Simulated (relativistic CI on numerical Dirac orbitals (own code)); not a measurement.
## Level scheme of Fe12+

Calculated at this level of theory: Dirac-Coulomb-Breit CI, separate exchange-only KLI orbitals for each configuration, a model potential for QED, unscaled Slater integrals (own radial code, finite nucleus).

Configuration list (outside the closed core [Ne]): 3s2.3p2, 3s.3p3, 3s2.3p.3d, 3p4, 3s.3p2.3d, 3p3.3d, 3s.3p.3d2, 3s2.3p.4s, 3s2.3d.4p, 3s2.3p.4p, 3p3.4s, 3p3.4p, 3s.3p.3d.4s, 3s2.3d2, 3s.3d3, 3p2.3d2, 3p.3d3, 3p.3d2.4s, 3p.3d2.4p, 3s2.3d.4s, 3s.3d2.4s. Double excitations out of closed p, d and f shells are left out; levels of such configurations are missing from the list, as are those of other unlisted configurations, and high levels can miss mixing partners.

The lowest level is 3s2.3p2 3P_0, with 94 % of that term; Hund's rules for 3s2.3p2 give 3P with J = 0, in agreement.

```csv
No.,Configuration,Term,J,E (cm⁻¹),%,Next component (%),jj configuration (%)
1,3s2.3p2,3P,0,0,94,3 1S,3p1/2^2 (80)
2,3s2.3p2,3P,1,9099,97,2 3s.3p2.3d 3P,3p1/2 3p3/2 (97)
3,3s2.3p2,3P,2,18561,89,7 1D,3p1/2 3p3/2 (59)
4,3s2.3p2,1D,2,50507,89,7 3P,3p3/2^2 (59)
5,3s2.3p2,1S,0,95160,92,3 3P,3p3/2^2 (79)
6,3s.3p3,5S°,2,210173,98,1 3P°,3s 3p1/2 3p3/2^2 (53)
7,3s.3p3,3D°,1,287169,84,11 3s2.3p.3d 3D°,3s 3p1/2 3p3/2^2 (37)
8,3s.3p3,3D°,2,287324,83,10 3s2.3p.3d 3D°,3s 3p1/2 3p3/2^2 (57)
9,3s.3p3,3D°,3,290090,88,11 3s2.3p.3d 3D°,3s 3p1/2 3p3/2^2 (88)
10,3s.3p3,3P°,0,330350,88,10 3s2.3p.3d 3P°,3s 3p1/2 3p3/2^2 (88)
11,3s.3p3,3P°,1,331037,85,10 3s2.3p.3d 3P°,3s 3p1/2 3p3/2^2 (60)
12,3s.3p3,3P°,2,331614,78,10 3s2.3p.3d 3P°,3s 3p3/2^3 (48)
13,3s.3p3,1D°,2,364723,52,40 3s2.3p.3d 1D°,3s 3p1/2 3p3/2^2 (38)
14,3s.3p3,3S°,1,423542,77,17 1P°,3s 3p1/2 3p3/2^2 (53)
15,3s2.3p.3d,3F°,2,434948,96,2 3p3.3d 3F°,3p1/2 3d3/2 (75)
16,3s2.3p.3d,3F°,3,441657,97,2 3p3.3d 3F°,3p1/2 3d5/2 (50)
17,3s.3p3,1P°,1,447179,70,18 3S°,3s 3p3/2^3 (51)
18,3s2.3p.3d,3F°,4,451597,97,2 3p3.3d 3F°,3p3/2 3d5/2 (97)
19,3s2.3p.3d,3P°,2,495052,49,19 1D°,3p1/2 3d5/2 (65)
20,3s2.3p.3d,3P°,1,503268,62,24 3D°,3p1/2 3d3/2 (51)
21,3s2.3p.3d,1D°,2,508044,35,25 3s.3p3 1D°,3p3/2 3d5/2 (42)
22,3s2.3p.3d,3P°,0,509090,87,10 3s.3p3 3P°,3p3/2 3d3/2 (87)
23,3s2.3p.3d,3D°,1,515582,61,24 3P°,3p3/2 3d3/2 (70)
24,3s2.3p.3d,3D°,2,518504,70,15 3P°,3p3/2 3d3/2 (50)
25,3s2.3p.3d,3D°,3,518719,85,10 3s.3p3 3D°,3p3/2 3d5/2 (55)
26,3s2.3p.3d,1F°,3,569568,96,2 3s.3p.3d2 1F°,3p3/2 3d3/2 (39)
27,3s2.3p.3d,1P°,1,583631,86,9 3s.3p3 1P°,3p3/2 3d5/2 (60)
28,3p4,3P,2,603539,53,35 3s.3p2.3d 3P,3p3/2^2 (55)
29,3p4,3P,1,616077,57,41 3s.3p2.3d 3P,3p1/2 3p3/2^3 (57)
30,3p4,3P,0,619058,56,40 3s.3p2.3d 3P,3p3/2^4 (29)
31,3p4,1D,2,628033,57,29 3s.3p2.3d 1D,3p1/2 3p3/2^3 (57)
32,3s.3p2.3d,5F,1,633392,98,1 5D,3s 3p1/2^2 3d3/2 (40)
33,3s.3p2.3d,5F,2,635601,96,3 5D,3s 3p1/2 3p3/2 3d3/2 (47)
34,3s.3p2.3d,5F,3,639095,95,4 5D,3s 3p1/2 3p3/2 3d3/2 (43)
35,3s.3p2.3d,5F,4,644060,96,4 5D,3s 3p1/2 3p3/2 3d5/2 (63)
36,3s.3p2.3d,5F,5,650486,99,1 3G,3s 3p3/2^2 3d5/2 (59)
37,3s.3p2.3d,5D,0,656357,99,1 3p4 3P,3s 3p1/2 3p3/2 3d3/2 (81)
38,3s.3p2.3d,5D,1,656971,97,1 5F,3s 3p1/2 3p3/2 3d3/2 (62)
39,3s.3p2.3d,5D,2,658107,95,3 5F,3s 3p1/2 3p3/2 3d3/2 (36)
40,3s.3p2.3d,5D,3,659840,91,4 5F,3s 3p3/2^2 3d3/2 (23)
41,3s.3p2.3d,5D,4,662653,90,6 3F,3s 3p1/2 3p3/2 3d5/2 (55)
42,3s.3p2.3d,3F,2,681777,92,6 3s2.3d2 3F,3s 3p1/2 3p3/2 3d3/2 (38)
43,3s.3p2.3d,3F,3,686165,89,6 3s2.3d2 3F,3s 3p1/2 3p3/2 3d5/2 (33)
44,3s.3p2.3d,3F,4,692776,86,7 3s2.3d2 3F,3s 3p3/2^2 3d5/2 (64)
45,3s.3p2.3d,5P,3,705543,97,2 5D,3s 3p1/2 3p3/2 3d5/2 (51)
```

Energies count from the lowest computed level; ° marks odd parity. Filled j subshells are mostly left out of the jj labels.

The mean weight of the leading LS term, summed over parents, in these 45 levels is 83 %, and that of the leading jj configuration (from the same eigenvectors) 57 %, so LS coupling describes them better.

At this charge energies of transitions that change n are usually good to better than 1 %, and those within a shell (Δn = 0) to a few per cent.

Landé's interval rule says that E(J) − E(J−1) = AJ with one A. For the ground term the intervals give A = 9098.6, 4731.2 cm⁻¹ for J = 1, 2; the multiplet is regular.

LS names give the leading component of a level, which can be under half, so a name can repeat, a term be missing and a line seem to break the LS rules.
